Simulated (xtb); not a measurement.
The molecule AsRu, multiplicity 4 (lowest of 2S+1 = 2, 4, 6, 8 at PBE0/def2-TZVPP; our sources give no spin for the ground state, which may be another). No spin–orbit coupling. As is treated without relativity.

The constants come from a fifth-degree fit in 1/R (seven points, main isotopes). In def2 and cc sets the state is the lowest found near the PBE0 minimum, followed along R.

The values were computed with xtb for the GFN methods. Each number belongs to the level named beside it. The GFN methods have no spin term and hold the electronic entropy of 300 K.

Energies at GFN1-xTB:

```
R (Å)     E (hartree)
--------  -----------
2.033809  -5.52272311
2.088481  -5.53764621
2.138780  -5.54514673
2.195639  -5.54866898
2.252498  -5.54862996
2.318105  -5.54576018
2.394646  -5.54016241
```

Q: With a reduced mass of 43.1771 u, find the minimum, the force constant and the constants.

A: A fifth-degree polynomial in 1/R puts the minimum at r_e = 2.2223 Å with force constant 389 N/m. Then ω_e = (1/2πc)√(k/μ) = 391 cm⁻¹ and B_e = h/(8π²cμr_e²) = 0.07906 cm⁻¹; the cubic and quartic terms give α_e = 0.00044 and ω_e x_e = 2.2 cm⁻¹.
